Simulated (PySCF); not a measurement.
H₂FNSe (SMILES N[Se]F), singlet, geometry from GFN2-xTB, with bond 2-1 at 2.4 times its length; CASCI(2,4)+NEVPT2/6-31G run with PySCF.

Input for PySCF:
```python
from pyscf import gto, scf, mcscf, mrpt
import numpy

mol = gto.M(
    atom='''
Se    0.052173   -0.038633    0.420233
F     0.300186    3.556378   -2.268646
N    -0.331369   -1.288793   -0.766287
H     0.393039   -1.541775   -1.426268
H    -1.246939   -1.256751   -1.196459
''',
    basis='6-31g',
    charge=0,
    spin=0,
    verbose=4,
)

mf = scf.RHF(mol)
mf.kernel()
mc = mcscf.CASCI(mf, 4, 2)
mc.fix_spin_(ss=0.0)
mc.kernel()
occ = numpy.linalg.eigvalsh(mc.fcisolver.make_rdm1(mc.ci, mc.ncas, mc.nelecas))[::-1]
ss = mc.fcisolver.spin_square(mc.ci, mc.ncas, mc.nelecas)[0]
print('natural occupations', occ.round(4), ' <S^2>', round(ss, 4))
e2 = mrpt.NEVPT(mc).kernel()
print('E(NEVPT2) = %.10f' % (mc.e_tot + e2))
```

Q: What does PySCF print? Leave out banner, timings and long lists.

A: 
```
PySCF version 2.14.0

[INPUT] verbose = 4
[INPUT] num. atoms = 5
[INPUT] num. electrons = 52
[INPUT] charge = 0
[INPUT] spin (= nelec alpha-beta = 2S) = 0
[INPUT] symmetry False subgroup None
[INPUT] Mole.unit = angstrom
[INPUT] Symbol           X                Y                Z      unit          X                Y                Z       unit  Magmom
[INPUT]  1 Se     0.052173000000  -0.038633000000   0.420233000000 AA    0.098592681097  -0.073005789370   0.794125278504 Bohr   0.0
[INPUT]  2 F      0.300186000000   3.556378000000  -2.268646000000 AA    0.567269326429   6.720580415428  -4.287119613590 Bohr   0.0
[INPUT]  3 N     -0.331369000000  -1.288793000000  -0.766287000000 AA   -0.626196656171  -2.435465801257  -1.448072562815 Bohr   0.0
[INPUT]  4 H      0.393039000000  -1.541775000000  -1.426268000000 AA    0.742736066273  -2.913532495701  -2.695255900231 Bohr   0.0
[INPUT]  5 H     -1.246939000000  -1.256751000000  -1.196459000000 AA   -2.356373204039  -2.374915196773  -2.260979829271 Bohr   0.0

nuclear repulsion = 138.301438042432
number of shells = 25
number of NR pGTOs = 142
number of NR cGTOs = 49
basis = 6-31g
ecp = {}

******** <class 'pyscf.scf.hf.RHF'> ********
method = RHF
initial guess = minao
damping factor = 0
level_shift factor = 0
DIIS = <class 'pyscf.scf.diis.CDIIS'>
diis_start_cycle = 1
diis_space = 8
diis_damp = 0
SCF conv_tol = 1e-09
SCF conv_tol_grad = None
SCF max_cycles = 50
direct_scf = True
direct_scf_tol = 1e-13
Set gradient conv threshold to 3.16228e-05
Initial guess from minao.
init E= -2553.17025297199
  HOMO = -0.257627756338679  LUMO = -0.184765765823979  gap/eV = 1.98268
cycle= 1 E= -2553.99556726705  delta_E= -0.825  |g|= 0.935  |ddm|= 2.11
  HOMO = -0.0397455215967935  LUMO = -0.0380079853322156  gap/eV = 0.04728
cycle= 2 E= -2548.68771928313  delta_E= 5.31  |g|= 2.73  |ddm|= 6.63
  HOMO = -0.340207603650676  LUMO = -0.113823263044147  gap/eV = 6.16023
cycle= 3 E= -2554.10827754359  delta_E= -5.42  |g|= 0.68  |ddm|= 6.48
  HOMO = -0.406577955807905  LUMO = -0.128811607905343  gap/eV = 7.55841
cycle= 4 E= -2554.14773871556  delta_E= -0.0395  |g|= 0.474  |ddm|= 0.343
  HOMO = -0.290188787235122  LUMO = -0.161610386753131  gap/eV = 3.49880
cycle= 5 E= -2554.1843472229  delta_E= -0.0366  |g|= 0.207  |ddm|= 0.336
  HOMO = -0.218262285846708  LUMO = -0.168905483018102  gap/eV = 1.34307
cycle= 6 E= -2554.1967024954  delta_E= -0.0124  |g|= 0.0445  |ddm|= 0.28
  HOMO = -0.226161151695237  LUMO = -0.170081409154192  gap/eV = 1.52601
cycle= 7 E= -2554.20820766854  delta_E= -0.0115  |g|= 0.102  |ddm|= 0.412
  HOMO = -0.253541099324403  LUMO = -0.163951493340401  gap/eV = 2.43786
cycle= 8 E= -2554.21057790899  delta_E= -0.00237  |g|= 0.0474  |ddm|= 0.0831
  HOMO = -0.258711905575547  LUMO = -0.161743782328601  gap/eV = 2.63864
cycle= 9 E= -2554.21147957474  delta_E= -0.000902  |g|= 0.0418  |ddm|= 0.0388
  HOMO = -0.286332262326429  LUMO = -0.149067545701371  gap/eV = 3.73516
cycle= 10 E= -2554.21397522861  delta_E= -0.0025  |g|= 0.0417  |ddm|= 0.206
  HOMO = -0.281132307375701  LUMO = -0.149276966597198  gap/eV = 3.58797
cycle= 11 E= -2554.21444926868  delta_E= -0.000474  |g|= 0.00263  |ddm|= 0.0577
  HOMO = -0.278980046696291  LUMO = -0.150002961138777  gap/eV = 3.50965
cycle= 12 E= -2554.21446108836  delta_E= -1.18e-05  |g|= 0.0049  |ddm|= 0.013
  HOMO = -0.28123126180613  LUMO = -0.149212610835664  gap/eV = 3.59241
cycle= 13 E= -2554.21447920426  delta_E= -1.81e-05  |g|= 0.00263  |ddm|= 0.0156
  HOMO = -0.281806649580971  LUMO = -0.149007381393146  gap/eV = 3.61365
cycle= 14 E= -2554.21448811659  delta_E= -8.91e-06  |g|= 0.00494  |ddm|= 0.0121
  HOMO = -0.280863002713891  LUMO = -0.149344814409488  gap/eV = 3.57879
cycle= 15 E= -2554.21451029358  delta_E= -2.22e-05  |g|= 0.0016  |ddm|= 0.0214
  HOMO = -0.280292744703372  LUMO = -0.149136043858477  gap/eV = 3.56896
cycle= 16 E= -2554.21453879703  delta_E= -2.85e-05  |g|= 0.00301  |ddm|= 0.058
  HOMO = -0.280182504409504  LUMO = -0.149359137947434  gap/eV = 3.55989
cycle= 17 E= -2554.21454558639  delta_E= -6.79e-06  |g|= 0.00222  |ddm|= 0.0141
  HOMO = -0.280402150038585  LUMO = -0.149408213822174  gap/eV = 3.56453
cycle= 18 E= -2554.21455048421  delta_E= -4.9e-06  |g|= 0.00097  |ddm|= 0.0298
  HOMO = -0.280605716956672  LUMO = -0.149512993829903  gap/eV = 3.56721
cycle= 19 E= -2554.21455070601  delta_E= -2.22e-07  |g|= 0.000607  |ddm|= 0.00294
  HOMO = -0.280530072649418  LUMO = -0.149480750451552  gap/eV = 3.56603
cycle= 20 E= -2554.21455083765  delta_E= -1.32e-07  |g|= 4.55e-05  |ddm|= 0.00121
  HOMO = -0.280526396850851  LUMO = -0.149477599811483  gap/eV = 3.56602
cycle= 21 E= -2554.21455084117  delta_E= -3.53e-09  |g|= 1.25e-05  |ddm|= 0.000672
  HOMO = -0.280526274866668  LUMO = -0.149477062976858  gap/eV = 3.56603
cycle= 22 E= -2554.21455084129  delta_E= -1.15e-10  |g|= 8.62e-06  |ddm|= 0.000266
  HOMO = -0.280522419240121  LUMO = -0.149476968858926  gap/eV = 3.56593
Extra cycle  E= -2554.21455084125  delta_E= 4.23e-11  |g|= 2.01e-05  |ddm|= 3.27e-05
converged SCF energy = -2554.21455084125

******** <class 'pyscf.mcscf.casci.CASCI'> ********
CAS (1e+1e, 4o), ncore = 25, nvir = 20
natorb = False
canonicalization = True
sorting_mo_energy = False
******** <class 'pyscf.fci.addons.SpinPenaltyFCISolver'> ********
max. cycles = 200
conv_tol = 1e-08
davidson only = True
linear dependence = 1e-12
level shift = 0.001
max iter space = 12
nroots = 1
pspace_size = 400
spin = None
Density matrix diagonal elements [1.04535817e+00 9.54463031e-01 8.33223740e-05 9.54760096e-05]
CASCI converged
CASCI E = -2554.35068238739  E(CI) = -1.31705178191714  S^2 = 0.0000000
natural occupations [1.058 0.942 0.    0.   ]  <S^2> 0.0

******** <class 'pyscf.mrpt.nevpt2.NEVPT'> ********
NEVPT2 (1e+1e, 4o), ncore = 25, nvir = 20
root = 0

WARN: Active orbitals [2 3] (occs = [3.35134760e-08 1.44821056e-08]) are canonicalized with external orbitals

Natural occ [1.05804425e+00 9.41955705e-01 3.35134760e-08 1.44821056e-08]
Natural orbital (expansion on meta-Lowdin AOs) in CAS space
               #1        #2        #3        #4
0 Se 1s         -0.00001  -0.00002   0.00011   0.00032
0 Se 2s         -0.00005  -0.00010   0.00039   0.00114
0 Se 3s          0.00029  -0.00010   0.00083  -0.00301
0 Se 4s          0.00803  -0.02177   0.14455   0.13521
0 Se 5s         -0.02178  -0.01010  -0.14140   0.12645
0 Se 2px        -0.00002   0.00003   0.00007   0.00003
0 Se 2py        -0.00049   0.00056   0.00026   0.00005
0 Se 2pz         0.00046  -0.00050   0.00021   0.00017
0 Se 3px         0.00012  -0.00014  -0.00042  -0.00021
0 Se 3py         0.00254  -0.00276  -0.00145  -0.00050
0 Se 3pz        -0.00226   0.00241  -0.00119  -0.00086
0 Se 4px        -0.01584   0.01781   0.12783   0.07771
0 Se 4py        -0.43788   0.45569   0.41472   0.26561
0 Se 4pz         0.43003  -0.43805   0.39789   0.22512
0 Se 5px         0.00077  -0.00251   0.07400   0.07501
0 Se 5py        -0.02694  -0.00088   0.22786   0.29902
0 Se 5pz         0.03892  -0.01685   0.24551   0.16441
0 Se 3dxy        0.00031  -0.00034  -0.00376  -0.00274
0 Se 3dyz       -0.00083   0.00042  -0.01172  -0.00905
0 Se 3dz^2      -0.00263   0.00243  -0.00342  -0.00017
0 Se 3dxz       -0.00061   0.00050  -0.00380  -0.00226
0 Se 3dx2-y2    -0.00123   0.00116   0.00550   0.00383
0 Se 4dxy       -0.00034   0.00053   0.00960   0.00774
0 Se 4dyz        0.00186  -0.00053   0.02970   0.02376
0 Se 4dz^2       0.00417  -0.00365   0.00869  -0.00162
0 Se 4dxz        0.00110  -0.00073   0.00968   0.00566
0 Se 4dx2-y2     0.00179  -0.00175  -0.01414  -0.01161
1 F 1s           0.00006   0.00001   0.00000  -0.00001
1 F 2s           0.00758  -0.00120   0.00010  -0.00076
1 F 3s          -0.00324  -0.00092  -0.00069   0.00308
1 F 2px          0.04126   0.04077  -0.00057  -0.00042
1 F 2py          0.57370   0.56579  -0.00096  -0.00093
1 F 2pz         -0.41707  -0.41077  -0.00291  -0.00181
1 F 3px          0.00240   0.00227   0.00058   0.00031
1 F 3py          0.03304   0.03143   0.00249  -0.00213
1 F 3pz         -0.02387  -0.02276   0.00109   0.00483
2 N 1s          -0.00036   0.00034   0.00004  -0.00001
2 N 2s          -0.06044   0.05216   0.41749  -0.13449
2 N 3s          -0.01247   0.01254   0.17251  -0.08025
2 N 2px          0.02118  -0.02100   0.04103   0.08798
2 N 2py          0.26671  -0.26123   0.19247   0.22234
2 N 2pz         -0.17964   0.17413   0.05409   0.35205
2 N 3px          0.00448  -0.00412   0.01618   0.03857
2 N 3py          0.05671  -0.05395   0.07831   0.08862
2 N 3pz         -0.03835   0.03748   0.01834   0.16532
3 H 1s           0.02614  -0.02103  -0.29868   0.37025
3 H 2s          -0.00206   0.00723  -0.17658   0.31540
4 H 1s           0.02614  -0.02103  -0.29868   0.37025
4 H 2s          -0.00206   0.00723  -0.17658   0.31540
<CAS-nat-orb|mo-hf>  26     26       0.94399817
<CAS-nat-orb|mo-hf>  27     27       0.94393244
<CAS-nat-orb|mo-hf>  28     28       0.98246177
<CAS-nat-orb|mo-hf>  29     29       0.97946311
Sr    (-1)',   E = -0.01750512085041
Si    (+1)',   E = -0.00232717824359
Sijrs (0)  ,   E = -0.30242366592892
Sijr  (+1) ,   E = -0.05193940090183
Srsi  (-1) ,   E = -0.03251500738159
Srs   (-2) ,   E = -0.00001062146557
Sij   (+2) ,   E = -0.01132121693549
Sir   (0)' ,   E = -0.05200944098427
Nevpt2 Energy = -0.470051652691673
E(NEVPT2) = -2554.8207340401
```
